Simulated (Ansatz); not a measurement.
Born–Oppenheimer molecular dynamics of C3H6GeO (11 atoms, charge 0, multiplicity 1). It starts at the highest image of a converged band. Of that band: Neighbouring images differ by up to 1.4 eV, so the band resolves the path poorly. A vibrational analysis at the climbing image gives 2 clearly imaginary modes (1290i, 63i cm⁻¹): a point of higher order, so a lower path passes nearby.

Level of theory: RKS B3LYP-D4/def2-SVP in Ansatz.

| Quantity | Value |
| --- | --- |
| ensemble | NVE (velocity Verlet) |
| time step | 0.5 fs |
| steps asked | 198 |
| starting velocities drawn for | 300 K |
| seed | 6759 |

Frames 0.5 fs apart, positions in Å, forces in eV/Å.

Velocities at 60.0 fs (Å/ps):

```
C 4.47 6.60 -0.41
C 0.26 2.98 7.99
O -6.28 0.32 4.56
Ge 0.60 -1.03 -3.52
C -3.31 -3.00 1.22
H 0.05 19.10 0.20
H -11.29 -15.70 20.68
H 59.13 -13.10 33.84
H 11.14 -6.83 13.89
H -19.22 11.26 13.75
H -0.60 -3.87 -5.90
```

```xyz
11
Properties=species:S:1:pos:R:3:forces:R:3 time_fs=60.0 energy_less_start_eV=-0.221 T=490
C 0.256 1.780 1.930 -0.77 -4.68 0.23
C 0.050 0.571 1.995 0.47 3.06 -0.77
O -0.088 -0.722 1.945 -0.63 0.50 -0.77
Ge -0.412 -1.586 -0.642 0.05 0.28 0.07
C -0.072 0.132 -1.737 0.64 -0.94 0.14
H 0.331 2.789 1.882 0.28 2.82 -0.06
H 1.117 -1.887 -0.162 -0.18 0.15 -0.39
H 0.266 -0.986 2.775 0.56 -1.50 1.35
H -0.843 0.909 -1.727 -0.29 -0.03 0.11
H 0.927 0.581 -1.589 -0.21 -0.05 -0.09
H -0.104 -0.375 -2.740 0.09 0.40 0.20
11
Properties=species:S:1:pos:R:3:forces:R:3 time_fs=60.5 energy_less_start_eV=-0.267 T=528
C 0.258 1.782 1.929 -0.74 -4.26 0.23
C 0.050 0.573 1.999 0.47 3.05 -0.78
O -0.091 -0.722 1.947 -0.01 0.12 0.65
Ge -0.412 -1.587 -0.644 0.01 0.25 0.09
C -0.074 0.131 -1.737 0.70 -1.10 0.08
H 0.332 2.802 1.882 0.23 2.28 -0.04
H 1.111 -1.895 -0.152 -0.15 0.16 -0.40
H 0.297 -0.994 2.793 -0.05 -0.99 -0.09
H -0.837 0.905 -1.720 -0.48 0.09 0.09
H 0.917 0.587 -1.582 -0.07 -0.05 -0.10
H -0.104 -0.376 -2.742 0.09 0.46 0.28
11
Properties=species:S:1:pos:R:3:forces:R:3 time_fs=61.0 energy_less_start_eV=-0.276 T=536
C 0.260 1.784 1.929 -0.68 -3.42 0.21
C 0.050 0.575 2.003 0.44 2.85 -0.77
O -0.095 -0.721 1.949 0.57 -0.16 1.79
Ge -0.412 -1.587 -0.646 -0.03 0.22 0.11
C -0.075 0.129 -1.736 0.73 -1.23 0.05
H 0.333 2.820 1.882 0.17 1.46 0.00
H 1.105 -1.902 -0.143 -0.12 0.18 -0.41
H 0.327 -1.005 2.812 -0.61 -0.53 -1.26
H -0.833 0.902 -1.712 -0.64 0.18 0.07
H 0.907 0.592 -1.576 0.08 -0.04 -0.11
H -0.104 -0.377 -2.744 0.10 0.50 0.33
11
Properties=species:S:1:pos:R:3:forces:R:3 time_fs=61.5 energy_less_start_eV=-0.249 T=513
C 0.262 1.786 1.929 -0.59 -2.34 0.17
C 0.051 0.578 2.006 0.40 2.49 -0.75
O -0.098 -0.721 1.952 1.05 -0.33 2.60
Ge -0.412 -1.588 -0.647 -0.08 0.19 0.13
C -0.077 0.127 -1.736 0.73 -1.29 0.04
H 0.334 2.842 1.882 0.10 0.53 0.04
H 1.099 -1.909 -0.135 -0.09 0.19 -0.41
H 0.355 -1.017 2.827 -1.08 -0.17 -2.10
H -0.831 0.899 -1.705 -0.76 0.24 0.05
H 0.897 0.598 -1.569 0.23 -0.02 -0.11
H -0.104 -0.376 -2.746 0.10 0.52 0.35
11
Properties=species:S:1:pos:R:3:forces:R:3 time_fs=62.0 energy_less_start_eV=-0.197 T=470
C 0.264 1.786 1.929 -0.49 -1.21 0.13
C 0.051 0.582 2.010 0.34 2.03 -0.72
O -0.101 -0.721 1.955 1.41 -0.38 3.11
Ge -0.411 -1.588 -0.649 -0.14 0.16 0.15
C -0.078 0.125 -1.735 0.68 -1.28 0.06
H 0.336 2.865 1.882 0.04 -0.37 0.07
H 1.092 -1.916 -0.128 -0.05 0.19 -0.41
H 0.381 -1.030 2.837 -1.42 0.12 -2.65
H -0.830 0.897 -1.697 -0.83 0.24 0.04
H 0.888 0.603 -1.563 0.35 -0.01 -0.11
H -0.103 -0.374 -2.746 0.10 0.53 0.33
11
Properties=species:S:1:pos:R:3:forces:R:3 time_fs=62.5 energy_less_start_eV=-0.139 T=421
C 0.265 1.787 1.929 -0.39 -0.15 0.09
C 0.052 0.586 2.013 0.28 1.49 -0.68
O -0.103 -0.721 1.958 1.66 -0.35 3.37
Ge -0.411 -1.589 -0.651 -0.19 0.13 0.17
C -0.079 0.122 -1.734 0.60 -1.20 0.11
H 0.337 2.888 1.882 -0.01 -1.15 0.10
H 1.085 -1.922 -0.122 -0.01 0.20 -0.40
H 0.404 -1.042 2.841 -1.66 0.32 -2.95
H -0.831 0.895 -1.690 -0.83 0.19 0.02
H 0.879 0.608 -1.558 0.46 -0.01 -0.11
H -0.103 -0.370 -2.746 0.10 0.51 0.28
11
Properties=species:S:1:pos:R:3:forces:R:3 time_fs=63.0 energy_less_start_eV=-0.095 T=384
C 0.267 1.788 1.929 -0.29 0.78 0.06
C 0.052 0.590 2.016 0.21 0.92 -0.64
O -0.106 -0.721 1.962 1.82 -0.26 3.45
Ge -0.411 -1.589 -0.653 -0.25 0.10 0.19
C -0.080 0.119 -1.734 0.50 -1.03 0.20
H 0.339 2.907 1.883 -0.05 -1.75 0.12
H 1.078 -1.927 -0.117 0.04 0.20 -0.39
H 0.423 -1.053 2.838 -1.81 0.47 -3.06
H -0.834 0.894 -1.682 -0.78 0.10 0.01
H 0.872 0.614 -1.552 0.52 -0.01 -0.12
H -0.102 -0.366 -2.745 0.09 0.48 0.20
11
Properties=species:S:1:pos:R:3:forces:R:3 time_fs=63.5 energy_less_start_eV=-0.079 T=371
C 0.269 1.788 1.929 -0.22 1.53 0.03
C 0.053 0.594 2.019 0.14 0.35 -0.59
O -0.108 -0.721 1.967 1.88 -0.11 3.35
Ge -0.410 -1.590 -0.654 -0.31 0.06 0.20
C -0.081 0.116 -1.733 0.40 -0.80 0.31
H 0.340 2.922 1.883 -0.08 -2.17 0.13
H 1.071 -1.932 -0.113 0.09 0.21 -0.38
H 0.437 -1.063 2.828 -1.85 0.56 -3.01
H -0.840 0.893 -1.674 -0.68 -0.04 -0.01
H 0.866 0.619 -1.547 0.54 -0.02 -0.12
H -0.101 -0.360 -2.743 0.09 0.43 0.09
11
Properties=species:S:1:pos:R:3:forces:R:3 time_fs=64.0 energy_less_start_eV=-0.099 T=388
C 0.270 1.789 1.929 -0.16 2.07 0.01
C 0.053 0.599 2.022 0.08 -0.18 -0.54
O -0.110 -0.721 1.972 1.83 0.10 3.09
Ge -0.410 -1.590 -0.656 -0.38 0.03 0.21
C -0.081 0.113 -1.732 0.30 -0.52 0.45
H 0.342 2.933 1.884 -0.09 -2.41 0.13
H 1.065 -1.937 -0.110 0.14 0.21 -0.36
H 0.447 -1.072 2.810 -1.80 0.59 -2.79
H -0.846 0.892 -1.666 -0.54 -0.19 -0.04
H 0.861 0.624 -1.542 0.53 -0.05 -0.13
H -0.099 -0.353 -2.741 0.08 0.36 -0.04
11
Properties=species:S:1:pos:R:3:forces:R:3 time_fs=64.5 energy_less_start_eV=-0.153 T=434
C 0.271 1.791 1.929 -0.12 2.40 0.00
C 0.054 0.603 2.025 0.04 -0.67 -0.48
O -0.112 -0.721 1.977 1.65 0.37 2.66
Ge -0.410 -1.591 -0.658 -0.44 -0.01 0.22
C -0.082 0.110 -1.731 0.21 -0.21 0.61
H 0.343 2.937 1.886 -0.09 -2.49 0.12
H 1.059 -1.940 -0.107 0.19 0.20 -0.35
H 0.453 -1.079 2.785 -1.61 0.54 -2.41
H -0.854 0.891 -1.659 -0.38 -0.35 -0.06
H 0.858 0.629 -1.538 0.47 -0.09 -0.14
H -0.098 -0.346 -2.740 0.07 0.30 -0.17
11
Properties=species:S:1:pos:R:3:forces:R:3 time_fs=65.0 energy_less_start_eV=-0.227 T=496
C 0.273 1.793 1.929 -0.10 2.49 0.00
C 0.055 0.607 2.028 0.01 -1.07 -0.42
O -0.113 -0.721 1.983 1.31 0.74 2.02
Ge -0.410 -1.591 -0.659 -0.50 -0.04 0.22
C -0.083 0.106 -1.730 0.15 0.10 0.76
H 0.343 2.935 1.887 -0.07 -2.39 0.11
H 1.053 -1.944 -0.106 0.24 0.20 -0.32
H 0.454 -1.086 2.755 -1.26 0.38 -1.82
H -0.863 0.888 -1.651 -0.22 -0.51 -0.08
H 0.855 0.634 -1.533 0.39 -0.13 -0.16
H -0.096 -0.337 -2.739 0.06 0.23 -0.31
11
Properties=species:S:1:pos:R:3:forces:R:3 time_fs=65.5 energy_less_start_eV=-0.301 T=558
C 0.274 1.795 1.929 -0.11 2.33 0.01
C 0.055 0.611 2.030 0.00 -1.39 -0.37
O -0.114 -0.721 1.989 0.75 1.24 1.15
Ge -0.409 -1.591 -0.661 -0.55 -0.08 0.22
C -0.083 0.103 -1.729 0.12 0.39 0.89
H 0.344 2.928 1.889 -0.05 -2.12 0.09
H 1.048 -1.947 -0.105 0.28 0.20 -0.30
H 0.453 -1.091 2.721 -0.70 0.09 -1.01
H -0.873 0.885 -1.644 -0.07 -0.63 -0.10
H 0.854 0.638 -1.529 0.29 -0.19 -0.17
H -0.094 -0.328 -2.738 0.05 0.16 -0.42
```

Of the whole run (99 fs, mean temperature of the second half 497 K): The conserved energy stayed within 0.57 meV per atom of its start (net change 0.12 meV per atom), so the integration is sound. The system heated up, since it started high on the potential surface and ran downhill. A run of 0.099 ps of so small a system gives no equilibrium averages. The orbitals stay closed-shell, which can raise the energy where a bond breaks towards radicals; this wasn't checked here.

The run took 12 min on 2 threads of Arm Neoverse V1, on a shared host, peak memory 0.29 GiB.
